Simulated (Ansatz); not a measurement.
```yaml
crystal:
  periodic: [false, false, false]
  atoms:
    - {symbol: C, position_ang: [-0.727704, 0.356447, 1.393953]}
    - {symbol: O, position_ang: [0.272859, -0.079068, 0.489830]}
    - {symbol: Si, position_ang: [0.132460, 0.006970, -1.224683]}
    - {symbol: F, position_ang: [-0.205778, -1.350474, -2.039510]}
    - {symbol: In, position_ang: [2.245263, -1.333843, 0.709652]}
    - {symbol: H, position_ang: [-1.722647, 0.206358, 0.970288]}
    - {symbol: H, position_ang: [-0.635723, -0.220159, 2.317288]}
    - {symbol: H, position_ang: [-0.598490, 1.417470, 1.621676]}
    - {symbol: H, position_ang: [-1.275569, 0.540703, -1.205330]}
    - {symbol: H, position_ang: [0.856862, 1.106227, -1.925278]}
    - {symbol: H, position_ang: [1.724069, -0.707831, -1.087287]}
basis:
  gaussian: {orbitals: def2-TZVP}
magnetization: {spin_polarized: true, initial_magnetization: 1}
hamiltonian: {xc: {name: revPBE0}}
output: {forces: true}
```

```sh
$ ansatz run in.yaml --threads 4 --pin off --events-out ev --progress --plain --max-ram 10444MiB
```

Shortened log:

```
Error: a molecule whose nuclei and cores have a total charge of 64 cannot have a net charge of 0 together with 1 unpaired electrons
```

**Question.** Something in this input is off. What?

**Answer.** The number of unpaired electrons doesn't fit the electron count. The input was rejected before any iteration.
